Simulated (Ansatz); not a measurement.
One geometry of Pb₄S₄⁻, several levels of theory.

```yaml
crystal:
  periodic: [false, false, false]
  atoms:
    - {symbol: Pb, position_ang: [-1.529222, -1.694459, -0.119200]}
    - {symbol: Pb, position_ang: [-1.478951, 1.305183, 1.154571]}
    - {symbol: Pb, position_ang: [0.794809, 0.108194, -2.304494]}
    - {symbol: Pb, position_ang: [2.027548, 0.257020, 1.333069]}
    - {symbol: S, position_ang: [1.174768, -1.781144, -0.334507]}
    - {symbol: S, position_ang: [0.691716, 2.022672, -0.307913]}
    - {symbol: S, position_ang: [-1.734272, -0.575862, -2.483641]}
    - {symbol: S, position_ang: [0.053614, 0.358385, 3.062115]}
basis:
  gaussian: {orbitals: def2-SVP, initial_orbitals: start.molden}
total_charge: -1
magnetization: {spin_polarized: true, initial_magnetization: 1}
hamiltonian: {xc: {name: r2SCAN0}, dispersion: d4}
scf: {omitted_lower_state_checks: [starts]}
output: {orbitals: {seedname: orbitals}}
```

The file start.molden holds the orbitals of an earlier run on this structure, at another level or in another basis.

```sh
$ ansatz run in.yaml --threads 4 --pin off --events-out ev --progress --plain --max-ram 6963MiB
```

Output, abridged:

```
Functional definition: r2SCAN0
2020 factors; integrals over basis functions are off by at most 2.9e-4 eV
mean field evaluation 1: about -64333.1098 eV, gradient 4.1e0 eV
mean field evaluation 2: about -64333.1573 eV, gradient 6.3e-2 eV
mean field evaluation 4: about -64333.2238 eV, gradient 6.1e-4 eV
mean field -64333.22380616 eV, -2364.2023682512 hartree, gradient 2.4e-5 eV, S^2 0.759374; 0 other end points of the search recorded, 0 dependent functions left out
reference -64333.22382042 eV, -2364.2023687753 hartree; 77, 76 occupied and 99, 100 virtual orbitals, 2020 factors
Total energy: -64333.47375236 eV, -2364.2115536044 hartree
Checks for a lower state left out: starts
```

Hardware: 4 threads of Arm Neoverse V1 on a shared host. Wall time 27 s, peak host memory 1.2 GiB.

As the first input, with `gaussian: {orbitals: def2-SVPD, initial_orbitals: start.molden}`, `correlation: {method: mp2}` and without the key `hamiltonian` (abridged; 22 s):

```
Functional definition: HF
mean field -64146.95435471 eV, -2357.3570921684 hartree, gradient 5.4e-6 eV, S^2 0.780606
36 core orbitals not correlated: weight in the atoms' cores, before any rotation towards them, 1.000 or more for the frozen orbitals, at most 0.000 for the correlated occupied ones
second order -26.67939879 eV of doubles, -0.00000000 eV of singles
Total energy: -64173.63375350 eV, -2358.3375419900 hartree
Checks for a lower state left out: starts
```

The first input with `hamiltonian: {xc: r2scan, dispersion: d4}` (abridged; 25 s):

```
Functional definition: r2SCAN
mean field -64340.45869377 eV, -2364.4682454669 hartree, gradient 2.1e-5 eV, S^2 0.756055
Total energy: -64340.64359770 eV, -2364.4750405609 hartree
Checks for a lower state left out: starts
```

First input, but with `gaussian: {orbitals: def2-SVPD, initial_orbitals: start.molden}`, `hamiltonian: {xc: pbe0, dispersion: d4}` (abridged; 25 s):

```
Functional definition: PBE0
mean field -64318.76876850 eV, -2363.6711554151 hartree, gradient 2.2e-5 eV, S^2 0.755446
Total energy: -64319.57016256 eV, -2363.7006061034 hartree
Checks for a lower state left out: starts
```

The first input with `hamiltonian: {xc: pbe0, dispersion: d4}` (abridged; 17 s):

```
Functional definition: PBE0
mean field -64317.88710658 eV, -2363.6387549371 hartree, gradient 2.0e-5 eV, S^2 0.755152
Total energy: -64318.68849891 eV, -2363.6682055620 hartree
Checks for a lower state left out: starts
```

First input, but with `gaussian: {orbitals: def2-SVPD, initial_orbitals: start.molden}`, `hamiltonian: {xc: pbe, dispersion: d4}` (abridged; 15 s):

```
Functional definition: PBE
mean field -64318.98120895 eV, -2363.6789624575 hartree, gradient 1.7e-5 eV, S^2 0.752284
Total energy: -64319.88890808 eV, -2363.7123197854 hartree
Checks for a lower state left out: starts
```

As the first input, with `hamiltonian: {xc: pbe, dispersion: d4}`, `output: {forces: true, orbitals: {seedname: orbitals}}` (abridged; 9.5 s):

```
Functional definition: PBE
mean field -64318.05518835 eV, -2363.6449318283 hartree, gradient 2.6e-5 eV, S^2 0.752127
Total energy: -64318.96288670 eV, -2363.6782891274 hartree
Atom 0 force     0.005225    -0.001513    -0.004527 eV/Å
Atom 1 force     0.006368     0.003023     0.000557 eV/Å
Atom 2 force     0.000011     0.003473    -0.006927 eV/Å
Atom 3 force     0.005042    -0.002824     0.005243 eV/Å
Atom 4 force    -0.002219    -0.002739     0.005304 eV/Å
Atom 5 force    -0.005554     0.001713    -0.002653 eV/Å
Atom 6 force    -0.002989    -0.000170     0.005873 eV/Å
Atom 7 force    -0.005884    -0.000962    -0.002870 eV/Å
Dipole moment:     0.175366     0.022686    -0.060373 e Å
Checks for a lower state left out: starts
```

Geometry: PBE-D4/def2-SVP.

In the def2 sets Pb takes a core potential; there is no spin–orbit coupling. Correlated methods freeze 36 core orbitals; core or outer-core shells of Pb are correlated, in sets that lack core-valence functions. The structure comes from a short search, and lower isomers may exist.
